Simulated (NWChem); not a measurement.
C$_{4}$H$_{5}$Cl; SMILES C=C=CCCl

```xyz
10

C      0.5219    -2.8408     0.1742
C     -0.0142    -1.7006    -0.1695
C     -0.5579    -0.5557    -0.5033
C     -0.7084     0.5862     0.4538
Cl     0.2864     2.0379    -0.0655
H      1.5881    -3.0245     0.0556
H     -0.0747    -3.6512     0.5889
H     -0.9270    -0.4023    -1.5169
H     -1.7374     0.9496     0.4937
H     -0.3718     0.3218     1.4560
```
Atoms are numbered in this order, from 1.

STO-3G and 3-21G are far too small for this property and stand as cheap habits. Coordinates come from a B3LYP/6-31G* (spherical d) optimisation.

**Question.** Give the principal values of the shielding tensors (ppm) of C1, C2, C3, C4, Cl5 from Hartree-Fock/STO-3G, GIAO (NWChem), with their diamagnetic and paramagnetic parts as GIAO splits them.

**Answer.** 
```csv
atom,σ11,σ22,σ33,isotropic,diamagnetic,paramagnetic
C1,75.4,184.3,224.9,161.5,254.1,-92.6
C2,42.2,54.9,56.5,51.2,262.7,-211.5
C3,82.7,180.0,217.5,160.1,253.5,-93.4
C4,168.3,194.1,228.5,197.0,247.0,-50.0
Cl5,985.2,1004.8,1122.8,1037.6,1127.4,-89.8
```
